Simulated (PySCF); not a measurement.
SMILES C(=C/c1ccccc1)/F (C8H7F) at its GFN2-xTB optimised geometry (Å):

```
16

F      2.1917     2.2909     0.0000
C      2.5488     0.9962     0.0000
C      1.7006    -0.0260     0.0000
C      0.2448    -0.0260     0.0000
C     -0.4133    -1.2588     0.0000
C     -1.7923    -1.3282     0.0000
C     -2.5455    -0.1654     0.0000
C     -1.9066     1.0634     0.0000
C     -0.5264     1.1377     0.0000
H      3.6242     0.8908     0.0000
H      2.1607    -1.0049     0.0000
H      0.1691    -2.1696     0.0000
H     -2.2826    -2.2909     0.0000
H     -3.6242    -0.2173     0.0000
H     -2.4888     1.9732     0.0000
H     -0.0521     2.1049     0.0000
```

Method: PySCF 2.14.0 with B3LYP/def2-TZVP. Cells within 0.4 Å of a nucleus heavier than hydrogen are left out (blank, or x).

Map of the electrostatic potential (hartree/e), clipped to [-0.08, 0.12] on the plane z = 0.0 Å:

```
|1111111111111111111111111111111|
|1111111111111111111111111111111|
|1111111111111111111111111111111|
|1111111111111111111100011111111|
|1111111111111111110000000111111|
|1111112222211111110000000111111|
|1111222222222222110000000111111|
|1111222233222233210154000111111|
|1112223467432479621999910111111|
|11122237999547999439xx942222222|
|11222239999999999549xx995432222|
|1222223799999999955999999853222|
|1222223599xx9xx997899xx99984322|
|2222334899x999x999999xx99994322|
|2223499999999999999999999974322|
|22237999xx99999xx99xx9997643322|
|22238999xx999999999x99954333222|
|2223599999999999999999953332222|
|2222344799xx9xx9998999943222222|
|2222223499xx99x9985899743222222|
|1222223499999999995455432222222|
|1222223599997799995333332222222|
|1122222499963469964333222222222|
|1122222346533334443222222222222|
|1112222233322223332222222222221|
|1111222222222222222222222222211|
|1111222222222222222222222222111|
|1111122222222222222222222221111|
|1111111222222222222222222111111|
|1111111111122222222222111111111|
|1111111111111111111111111111111|
```
Scale: ten equal steps from -0.024 (start of '0') to 0.120 (end of '9'), in the order '0123456789'; x runs from -6.00 to 6.00, y from -6.00 (bottom) to 6.00 (top).
